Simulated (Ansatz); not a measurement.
C3H9AlO can be A, `CC(C)=[O+][AlH3-]`, or B, `C[CH2][Al]([CH3])[OH]`.

Computed with Ansatz on PBE0-D4/def2-TZVP structures; ΔE is electronic, products minus reactants. CBS: MP2 limit from def2 TZ/QZ plus the TZ coupled-cluster correction, frozen cores. DFT in def2-TZVPP. B3LYP here is the variant with VWN-RPA as its local correlation; programs differ in this. Each species was taken in one conformer, which may not be the lowest.

(1) Which isomer does CCSD(T)/CBS put lower? Give the gap. (Best estimate.)

(2) Give E(B) − E(A) in kcal/mol with PBE-D4, CCSD(T)/def2-SVP, r2SCAN-D4, MP2/def2-TZVPP, B3LYP, B2PLYP, B3LYP-D4. (Estimate.)

(3) Does the order hold for the free energy at 298.15 K (harmonic terms from PBE0-D4)? (An estimate is asked.)

Largest T1 diagnostic: 0.014.

Results:

(1) Ansatz gave: B, by 50.7 kcal/mol.

(2) The calculation gave: PBE-D4 -46.4, CCSD(T)/def2-SVP -38.4, r2SCAN-D4 -47.4, MP2/def2-TZVPP -53.6, B3LYP -47.2, B2PLYP -49.0, B3LYP-D4 -46.1. None reverses the order clearly.

(3) The calculation gave: Yes: G(B) − G(A) = -47.4 kcal/mol, for one conformer each. Modes under 60 cm⁻¹, often nearly free rotors, make the harmonic entropy too high.

From BLYP to BHLYP (50 % exact exchange), in def2-TZVPP and without D4, E(B) − E(A) moves by −1.3 kcal/mol. Leaving LDA and LC-ωPBE aside and taking each functional with its dispersion term where it has one, the values, not all of them listed here, spread over 12.3 kcal/mol, from PBE-QIDH to B97M-V. LDA lies +1.4 kcal/mol from PBE without D4.
